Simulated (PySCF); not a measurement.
Identify the unknown among the candidates.

All candidates are C4H10OSSi.

| technique | computed result |
| --- | --- |
| NMR, other nuclei | isotropic shieldings of nuclei other than C and H, by class: 275 (1 O), 340 (1 Si), 688 (1 S) ppm [GIAO PBE0/pcSseg-1] |
| 13C NMR | chemical shifts (computed TMS as zero) by class: 154.7 (1 C), 132.7 (1 C), 25.6 (1 C), 4.3 (1 C) ppm [GIAO PBE0/pcSseg-1] |
| Dipole | 1.13 D [CAM-B3LYP/def2-SVPD] |
| 1H NMR | chemical shifts (computed TMS as zero) by class: 6.00 (1 H), 5.58 (1 H), 1.91 (3 H), 1.85 (1 H), 0.47 (1 H), 0.40 (3 H) ppm [GIAO PBE0/pcSseg-1] |
| Polarisability | 98.4 au [CAM-B3LYP/def2-SVPD] |
| Triplet | lowest triplet excitation (Tamm–Dancoff): 4.27 eV [TDA CAM-B3LYP/def2-SVPD] |
| UV, first state | lowest singlet excitation: 6.20 eV (200 nm, f = 0.031) [TDDFT CAM-B3LYP/def2-SVPD] |
| Rotational structure | rotational constants A, B, C: 1.937, 1.401, 1.171 GHz [GFN2-xTB] |
| UV, strongest line | among the 8 lowest singlet transitions: S5 at 7.05 eV (176 nm, f = 0.337) [TDDFT CAM-B3LYP/def2-SVPD] |

The electronic properties come from PySCF, for the isolated species, density fitting. Levels stand in brackets. Geometry: GFN2-xTB, one conformer, isolated molecule. Each NMR value is the plain mean over a class of atoms that symmetry, rotation or inversion makes alike.

Task: Which candidate is it?
A. `CC[Si]1(O)CSC1`
B. `CC(=S)OCC[SiH3]`
C. `C=C(C)[Si@](C)(O)S`

Result: C. It is `C=C(C)[Si@](C)(O)S`. Numbering: `[CH2:1]=[C:2]([CH3:3])[Si@:4]([CH3:5])([OH:6])[SH:7]`. Its formula, C4H10OSSi, gives 1 degree of unsaturation: 0 rings and 1 π bond in the structure found. 4 carbons fall into 4 classes; from least to most shielded: fully substituted alkene carbon [C2] (154.7 ppm), terminal =CH2 carbon [C1] (132.7 ppm), allylic carbon [C3] (25.6 ppm), Si-methyl carbon [C5] (4.3 ppm). Hydrogen classes from least to most shielded: 1 H on a terminal =CH2 carbon, C1 (6.00 ppm), 1 H on a terminal =CH2 carbon, C1 (5.58 ppm), 3 H on an allylic carbon, C3 (1.91 ppm), 1 H on a silanol oxygen, O6 (1.85 ppm), 1 H on a sulfur bonded to Si and H, S7 (0.47 ppm), 3 H on an Si-methyl carbon, C5 (0.40 ppm). The other shieldings belong to: 275 ppm, silanol oxygen [O6]; 340 ppm, oxygen-bound silicon [Si4]; 688 ppm, sulfur bonded to Si and H [S7]. The optimised geometry has point group C1 and is an asymmetric top.

The others, at the same levels:
- `CC[Si]1(O)CSC1` fails: it has 3 carbon classes against 4; its computed 13C shifts are 32.5 (2 C), 14.0 (1 C), 6.6 (1 C) ppm, 1H shifts are 2.85 (2 H), 2.59 (2 H), 2.46 (1 H), 1.07 (3 H), 0.77 (2 H) ppm and lowest singlet excitation is 4.91 eV (252 nm, f = 0.000) (against 6.20 eV).
- `CC(=S)OCC[SiH3]` fails: its computed 13C shifts are 229.3 (1 C), 73.4 (1 C), 35.1 (1 C), 10.0 (1 C) ppm, 1H shifts are 4.57 (2 H), 3.88 (3 H), 2.77 (3 H), 1.30 (2 H) ppm and rotational constant A is 3.411 GHz (against 1.937 GHz).

Each candidate is one conformer, not necessarily the lowest. Dipoles, sizes and rotational constants follow the conformer. The torsions of the flexible species, by atom-mapped SMILES:
- `[CH2:1]=[C:2]([CH3:3])[Si@:4]([CH3:5])([OH:6])[SH:7]`: C1–C2–Si4–C5 109°, H–O6–Si4–C2 -56°, H–S7–Si4–C2 172°
- `[CH3:1][CH2:2][Si:3]1([OH:4])[CH2:5][S:6][CH2:7]1`: C1–C2–Si3–O4 -59°, H–O4–Si3–C2 -178°
- `[CH3:1][C:2](=[S:3])[O:4][CH2:5][CH2:6][SiH3:7]`: C1–C2–O4–C5 177°, C2–O4–C5–C6 -176°, O4–C5–C6–Si7 40°
